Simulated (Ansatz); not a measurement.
`F[B-]1(F)[SH+][B-](F)(F)[SH+]1`, relaxed with RKS PBE-D4/def2-SVP in the Gaussian-basis code of Ansatz from a rough embedded geometry. The force threshold is 0.03 eV/Å; the program also tests the step.

Charge 0, multiplicity 1.

Start:

```xyz
10

F     1.393    1.460    1.298
B     0.663    0.194    0.986
F     0.885   -0.807    2.023
S    -1.085    0.447    0.673
B    -0.691   -0.227   -0.975
F    -0.951    0.783   -2.027
F    -1.338   -1.461   -1.266
S     1.155   -0.446   -0.723
H    -1.435    1.823    0.619
H     1.404   -1.766   -0.608
```

```
step  energy (eV)  largest force (eV/Å)  largest move (Å)
   1  -33892.2387                 5.466             0.000
   2  -33893.2654                 3.349             0.126
   3  -33893.9023                 0.432             0.174
   4  -33893.9271                 0.253             0.032
   5  -33893.9476                 0.047             0.075
   6  -33893.9484                 0.006             0.010
```

End:

```xyz
10

F     1.291    1.458    1.297
B     0.766    0.226    1.093
F     1.029   -0.738    2.006
S    -1.248    0.365    0.790
B    -0.753   -0.217   -1.103
F    -0.971    0.798   -1.972
F    -1.311   -1.420   -1.376
S     1.251   -0.423   -0.780
H    -1.247    1.699    0.519
H     1.194   -1.749   -0.473
```

It took 10 s on 4 threads of an Arm Neoverse V2 on a shared host, with 0.19 GiB of host memory at the peak.
